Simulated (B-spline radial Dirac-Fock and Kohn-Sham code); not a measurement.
## Ionisation of each subshell: Tl

System: the Tl atom, configuration [Xe] 4f14 5d10 6s2 6p1; nuclear rms radius 5.4759 fm (A = 205).

Level of theory: Dirac-Fock (average of configuration) total-energy differences with a finite nucleus, the Breit interaction including its frequency dependence, and self-energy and vacuum-polarisation corrections; an atomic code on a B-spline grid. Correlation and solid-state effects are left out. Energies are counted from the vacuum level.

All terms are in eV, carry their sign (relaxation lowers the binding energy) and add up to the binding energy; ⟨r⟩ is the mean radius of the orbital in the initial state.

| subshell | −ε (Koopmans) | relaxation | Breit | QED | binding energy | ⟨r⟩ (bohr) |
| --- | --- | --- | --- | --- | --- | --- |
| 1s | 86101.6 | -96.18 | -309.92 | -163.76 | 85531.8 | 0.016 |
| 2s | 15479.0 | -58.43 | -35.99 | -25.07 | 15359.5 | 0.068 |
| 2p1/2 | 14828.8 | -63.42 | -59.59 | -0.65 | 14705.2 | 0.056 |
| 2p3/2 | 12759.9 | -59.36 | -34.59 | -2.79 | 12663.1 | 0.065 |
| 3s | 3765.1 | -33.55 | -6.67 | -5.85 | 3719.0 | 0.177 |
| 3p1/2 | 3473.6 | -34.82 | -11.44 | -0.30 | 3427.0 | 0.167 |
| 3p3/2 | 3007.6 | -32.58 | -6.12 | -0.71 | 2968.2 | 0.183 |
| 3d3/2 | 2532.9 | -35.75 | -4.97 | 0.44 | 2492.7 | 0.160 |
| 3d5/2 | 2434.3 | -34.97 | -3.17 | 0.18 | 2396.4 | 0.164 |
| 4s | 878.7 | -15.27 | -1.36 | -1.46 | 860.6 | 0.391 |
| 4p1/2 | 752.2 | -15.25 | -2.42 | -0.04 | 734.5 | 0.393 |
| 4p3/2 | 637.5 | -13.95 | -1.09 | -0.14 | 622.3 | 0.426 |
| 4d3/2 | 431.1 | -13.84 | -0.66 | 0.12 | 416.7 | 0.432 |
| 4d5/2 | 409.4 | -13.42 | -0.27 | 0.07 | 395.8 | 0.443 |
| 4f5/2 | 141.2 | -13.29 | 0.16 | 0.09 | 128.2 | 0.462 |
| 4f7/2 | 136.5 | -13.07 | 0.32 | 0.08 | 123.8 | 0.469 |
| 5s | 152.9 | -5.19 | -0.20 | -0.28 | 147.2 | 0.889 |
| 5p1/2 | 108.4 | -4.80 | -0.35 | 0.01 | 103.3 | 0.955 |
| 5p3/2 | 87.55 | -4.16 | -0.11 | -0.01 | 83.27 | 1.044 |
| 5d3/2 | 24.34 | -3.02 | 0.00 | 0.03 | 21.34 | 1.339 |
| 5d5/2 | 21.94 | -2.81 | 0.04 | 0.02 | 19.19 | 1.394 |
| 6s | 12.22 | -0.65 | -0.01 | -0.03 | 11.54 | 2.579 |
| 6p | 5.12 | -0.15 | -0.01 | 0.00 | 4.97 | 4.012 |

For the deepest level, K (1s), the Breit terms make up -0.362 % of the binding energy, QED -0.191 % and orbital relaxation -0.112 %.

Spin-orbit splittings: 2p 2042.0 eV, 3p 458.8 eV, 3d 96.29 eV, 4p 112.2 eV, 4d 20.94 eV, 4f 4.43 eV, 5p 20.03 eV, 5d 2.16 eV.

Going to the tabulated ground configuration of the next ion removes an electron from P2,3 (6p), computed at 4.97 eV. NIST lists 6.108287 eV as the ionisation energy of this species (measured), +1.14 eV from the computed value. Where a p, d or f shell is open in either ion the computed value averages over both j values and all terms, while the table refers to the lowest levels; that difference holds spin-orbit splitting (largest in heavy or highly charged ions), term energies where several electrons share open shells, and correlation, and it can reach 10 % or more.
